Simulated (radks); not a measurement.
Ionisation of the samarium ion Sm2+, [Xe] 4f6, to [Xe] 4f5 as the strength of local exchange is varied. Calculated with a radial shooting solver on a logarithmic mesh with Libxc functionals: scalar-relativistic Kohn-Sham, Slater X-alpha exchange (alpha = 2/3 is LDA exchange), no correlation, spin-polarised, spherical densities, point nucleus; open shells are filled with parallel spins first (spin-orbit coupling, left out, can overturn this in heavy ions).

alpha  E(Sm2+) (hartree)  exchange (hartree)  IE (eV)  -e of the level emptied (eV)  <r> of it (bohr)
0.582        -10385.3077           -193.1488   21.591                   13.784 (4f)             1.012
0.639        -10404.3096           -212.4785   23.179                   15.145 (4f)            0.9893
0.667        -10413.6574           -221.9999   23.981                   15.842 (4f)            0.9792
0.673        -10415.6617           -224.0425   24.155                   15.994 (4f)            0.9771
0.86         -10478.3311           -288.0958   29.875                   21.090 (4f)            0.9200
0.879        -10484.7205           -294.6465   30.488                   21.645 (4f)            0.9150
0.901        -10492.1238           -302.2412   31.204                   22.296 (4f)            0.9093

NIST Atomic Spectra Database: 23.6 +/- 0.08 eV (semi-empirical). The Delta-SCF value meets it near alpha = 0.65. Open shells are spherical and high-spin; term and fine-structure splittings are not resolved. Spin-orbit splitting is averaged out at the scalar-relativistic level.
